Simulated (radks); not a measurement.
Spherical quantum dot in the effective-mass picture: electrons in a well V = -V0 / (1 + exp((r - R)/a)) with V0 = 5.92, R = 9.97, a = 0.31, with a point charge +2 (a donor) at the centre, all in effective atomic units (hartree* = m*/eps^2 hartree, bohr* = eps/m* bohr), one dielectric constant everywhere. Calculated with a radial shooting solver with Libxc functionals: non-relativistic Kohn-Sham, exchange-only LDA, spin-polarised, spherical densities. Levels are named by radial order and angular momentum (1s, 1p, 1d, 2s, ...), and open shells are averaged over m. Results are scaled to m* = 0.288 and eps = 15.7, for which hartree* = 31.79 meV and bohr* = 2.885 nm.

N = 4, configuration 1s2 1p(up 1, down 0) 2s(up 1, down 0). This is the lowest configuration that the search found. Occupied and some empty levels:

level,occupation,eigenvalue (meV),<r> (nm)
1s up,1,-193.01,2.861
1s down,1,-192.86,2.816
2s up,1,-179.77,16.73
1p up,1,-178.81,17.18
1d up,0,-176.77,18.53
2s down,0,-176.48,16.60
1p down,0,-175.52,17.06
1f up,0,-174.25,19.46
1d down,0,-173.45,18.81
2p up,0,-172.01,14.51
1g up,0,-171.27,20.19
1f down,0,-171.01,19.79
2p down,0,-169.71,13.98
1g down,0,-168.13,20.51

Energy (meV): total -829.550, kinetic 92.197, external -984.89, Hartree 96.079, exchange-correlation -32.933.

Electron density:

r (nm),n(r) (e/nm^3)
1.14,0.03174
3.04,0.003416
4.94,0.0004863
6.85,0.0001008
8.75,0.00004950
10.7,0.00004837
12.6,0.00005279
14.5,0.00005412
16.4,0.00005035
18.3,0.00004172
20.2,0.00002998
22.1,0.00001785
24.0,8.006e-06
